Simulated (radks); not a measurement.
Spherical quantum dot in the effective-mass picture: electrons in a well V = -V0 / (1 + exp((r - R)/a)) with V0 = 18.6, R = 2.48, a = 0.18, all in effective atomic units (hartree* = m*/eps^2 hartree, bohr* = eps/m* bohr), one dielectric constant everywhere. Calculated with a radial shooting solver with Libxc functionals: non-relativistic Kohn-Sham, PBE, spin-polarised, spherical densities. Levels are named by radial order and angular momentum (1s, 1p, 1d, 2s, ...), and open shells are averaged over m. Results are scaled to m* = 0.51 and eps = 15, for which hartree* = 61.68 meV and bohr* = 1.556 nm. Each electron was tried in the lowest free levels, single moves between levels near the top were tried too, and the lowest total energy was kept; such a search can miss a lower state. The series stops at N = 27: beyond it a trial failed or the search could not be trusted, so later rows were left out. At N = 1 the Hartree and exchange-correlation terms need not cancel, so that row can carry a self-interaction error.

\begin{tabular}{lrrrrrr}
N & open shells & 2S & E (meV) & addition energy mu(N+1) - mu(N) (meV) & e(HOMO) (meV) & rms radius (nm) \\ \hline
1 & 1s(up 1, down 0) & 1 & -1089.38 & 43.43 & -1072.8 & 1.957 \\
2 & none & 0 & -2135.32 & 84.74 & -1029.6 & 2.026 \\
3 & 1p(up 1, down 0) & 1 & -3096.52 & 32.40 & -945.28 & 2.165 \\
4 & 1p(up 2, down 0) & 2 & -4025.32 & 33.33 & -912.20 & 2.242 \\
5 & 1p(up 3, down 0) & 3 & -4920.80 & 43.35 & -878.71 & 2.296 \\
6 & 1p(up 3, down 1) & 2 & -5772.92 & 31.25 & -836.74 & 2.340 \\
7 & 1p(up 3, down 2) & 1 & -6593.80 & 32.15 & -804.87 & 2.375 \\
8 & none & 0 & -7382.52 & 91.13 & -772.54 & 2.406 \\
9 & 1d(up 1, down 0) & 1 & -8080.12 & 30.63 & -682.32 & 2.449 \\
10 & 1d(up 2, down 0) & 2 & -8747.08 & 30.79 & -651.59 & 2.484 \\
11 & 1d(up 3, down 0) & 3 & -9383.26 & 30.86 & -620.75 & 2.515 \\
12 & 1d(up 4, down 0) & 4 & -9988.58 & 30.87 & -589.88 & 2.542 \\
13 & 1d(up 5, down 0) & 5 & -10563.0 & 39.62 & -559.03 & 2.566 \\
14 & 1d(up 5, down 1) & 4 & -11097.9 & 29.82 & -519.96 & 2.589 \\
15 & 1d(up 5, down 2) & 3 & -11602.9 & 30.00 & -490.03 & 2.609 \\
16 & 1d(up 5, down 3) & 2 & -12077.9 & 30.08 & -459.98 & 2.628 \\
17 & 1d(up 5, down 4) & 1 & -12522.8 & 30.11 & -429.88 & 2.645 \\
18 & none & 0 & -12937.6 & 97.22 & -399.76 & 2.662 \\
19 & 1f(up 1, down 0) & 1 & -13255.2 & 29.07 & -303.07 & 2.682 \\
20 & 1f(up 2, down 0) & 2 & -13543.8 & 29.09 & -273.98 & 2.701 \\
21 & 1f(up 3, down 0) & 3 & -13803.2 & 29.09 & -244.88 & 2.718 \\
22 & 1f(up 4, down 0) & 4 & -14033.5 & 29.08 & -215.79 & 2.735 \\
23 & 1f(up 5, down 0) & 5 & -14234.8 & 29.06 & -186.73 & 2.750 \\
24 & 1f(up 6, down 0) & 6 & -14407.0 & 29.02 & -157.68 & 2.765 \\
25 & 1f(up 7, down 0) & 7 & -14550.2 & 36.91 & -128.68 & 2.779 \\
26 & 1f(up 7, down 1) & 6 & -14656.4 & 28.45 & -92.049 & 2.792 \\
27 & 1f(up 7, down 2) & 5 & -14734.2 & - & -63.582 & 2.805 \\
\end{tabular}

All shells are closed at N = 2, 8, 18 (there: 1s2 1p6 1d10); the second difference of the energy has clear peaks (12 % above both neighbours; the first and last values, which can be the largest, are not judged, and half-filled shells can peak too) at N = 2, 5, 8, 13, 18, 25.
